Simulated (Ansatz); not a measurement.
Ansatz (a first-principles code) input (CCSD(T)/cc-pwCVTZ):
A basis named .json is the Basis Set Exchange file of that set.

Ansatz 0.2 input:
```yaml
crystal:
  periodic: [false, false, false]
  atoms:
    - {symbol: Si, position_ang: [-0.39944634, 0.20754497, 0.70030370]}
    - {symbol: F, position_ang: [-1.58505953, -0.57367170, -0.17303181]}
    - {symbol: F, position_ang: [-0.41851597, 1.63403646, -0.16193260]}
    - {symbol: Cl, position_ang: [1.38967225, -0.73228897, -0.39938659]}
basis:
  gaussian:
    orbitals: cc-pwCVTZ.json
total_charge: -1
magnetization: {spin_polarized: false}
correlation: {method: ccsd_t, electrons: outside_noble_gas}
```

Output:

```
Functional definition: HF
integrals: 0.84 GiB planned
1223 factors; integrals over basis functions are off by at most 7.0e-4 eV
mean field: 0.81 GiB planned
mean field evaluation 1: about -25784.9655 eV, gradient 2.0e1 eV
mean field evaluation 2: about -25785.1814 eV, gradient 2.0e1 eV
mean field evaluation 4: about -25786.1524 eV, gradient 2.3e0 eV
mean field evaluation 8: about -25786.1806 eV, gradient 2.7e-1 eV
mean field evaluation 16: about -25786.1811 eV, gradient 1.5e-6 eV
mean field -25786.18107047 eV, -947.6246758383 hartree, gradient 1.5e-6 eV, S^2 0.000000; 0 other end points of the search recorded, 0 dependent functions left out
12 core orbitals not correlated
reference -25786.18107047 eV, -947.6246758383 hartree; 13, 13 occupied and 179, 179 virtual orbitals, 1223 factors
second order -22.59372960 eV of doubles, -0.00000000 eV of singles
coupled cluster: 1.78 GiB planned
cycle   1  -22.53617448 eV  change    5.8e-2 eV  update   9.7e-2
cycle   2  -23.00427825 eV  change   -4.7e-1 eV  update   3.0e-2
cycle   3  -23.11437843 eV  change   -1.1e-1 eV  update   1.6e-2
cycle   4  -23.09369257 eV  change    2.1e-2 eV  update   3.3e-3
cycle   5  -23.09132360 eV  change    2.4e-3 eV  update   1.4e-3
cycle   6  -23.09236241 eV  change   -1.0e-3 eV  update   4.5e-4
cycle   7  -23.09196452 eV  change    4.0e-4 eV  update   1.9e-4
cycle   8  -23.09190695 eV  change    5.8e-5 eV  update   4.9e-5
cycle   9  -23.09194648 eV  change   -4.0e-5 eV  update   1.9e-5
cycle  10  -23.09194178 eV  change    4.7e-6 eV  update   5.7e-6
perturbative correction -0.81159405 eV, -0.0298255311 hartree
Total energy: -25810.08460629 eV, -948.5031145776 hartree
```
